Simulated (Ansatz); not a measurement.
```xyz
2

Li   -0.0394   -0.0304   -1.3982
Li   -0.0238    0.0192    1.3540
```

Basis set: cc-pVDZ (spherical functions). All electrons are correlated. Charge 0, multiplicity 1.

Computed with Ansatz (development build ahead of 0.2.0); each method stands on the lowest determinant of its kind that the runs found. Restricted open shells among the atoms or ions are ROHF, correlated in semicanonical orbitals with singles.

The atomization energy at this shape (free ground-state atoms in the same class of orbitals less the molecule, no zero-point energy) of singlet Li₂:

```
method  atomization energy
   RHF             0.14 eV
```

(1) What does RHF-MP2 give?

Results:

(1) 0.67 eV.
